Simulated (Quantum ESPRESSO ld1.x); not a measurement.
Results of a calculation; reference values are marked as such.
Valence configurations of the aluminium ion Al+ (all share [Ne]). Level of theory: Dirac Kohn-Sham, PBE, spin-unpolarised, spherical densities, point nucleus; open shells are shared between the two j in proportion to 2j + 1 (ld1.x of Quantum ESPRESSO 7.5). Energies are relative to 3s2; eigenvalues in eV.

valence      E (eV)  e(3p1/2)  e(3p3/2)  e(3s1/2)
3s2           0.000         -         -   -14.810
3p2          11.717   -10.396   -10.370         -
3s1.5 3p0.5   2.892    -9.427    -9.402   -15.221
3s1 3p1       5.810    -9.766    -9.741   -15.610
3s0.5 3p1.5   8.752   -10.089   -10.063   -15.980

NIST lists [Ne] 3s2 as the ground configuration; this level of theory agrees among the configurations tried. The energies are those of spherical spin-averaged densities, not of single terms.
